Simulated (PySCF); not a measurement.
Simulated absorption spectrum

Compound: C₆H₉Cl.
SMILES: `Cl[C@H]1[C@@H]2CC[C@H]1C2`

Computed with TDDFT B3LYP/def2-SVPD, vertical, gas phase, core orbitals frozen in the response in PySCF. Geometry: GFN2-xTB; no solvent, vibrations or thermal averaging.

Each state is given a Gaussian of 0.5 eV full width at half maximum, with ε(max) = 2.175×10⁸ f / Δν̃ (Δν̃ the width in cm⁻¹). The width is an assumption, not a result. The curve ends short of the highest state used, and states not computed would add to its high-energy end.

(λ (nm), ε (L mol⁻¹ cm⁻¹)): (163.7, 1728), (165.2, 1915), (166.7, 1975), (168.2, 1883), (169.7, 1658), (171.2, 1348), (172.7, 1015), (174.1, 729), (175.6, 478), (177.1, 293), (178.6, 169), (180.1, 92), (181.6, 48), (183.1, 24), (184.6, 11), (186.1, 5), (187.6, 2), (189.1, 1), (190.6, 0), (192.1, 0), (193.5, 0), (195.0, 0), (196.5, 0), (198.0, 0)

Question: Where are the band maxima, and which computed states make them?

Answer: 167 nm (7.44 eV), ε about 2000, made up of S2 (16%) and S3 (77%) (ε in L mol⁻¹ cm⁻¹; maxima over ε = 5, shares over 10%). The states used: S1 7.01 eV (f 0.0001); S2 7.33 eV (f 0.0067); S3 7.44 eV (f 0.028); S4 7.75 eV (f 0.0070); S5 7.83 eV (f 0.0005); S6 7.86 eV (f 0.0000); S7 8.12 eV (f 0.0045); S8 8.17 eV (f 0.011).

Question: What would ε be at 7.44 eV, the highest of these maxima, with half the width (0.25 eV)?

Answer: About 3490 L mol⁻¹ cm⁻¹ against 1980, a factor of about 1.8; a lone state at its own centre would give exactly 2.

Question: Coming from long wavelengths, where does ε first pass 100 L mol⁻¹ cm⁻¹?

Answer: At about 180 nm (6.89 eV), 0.12 eV below S1.
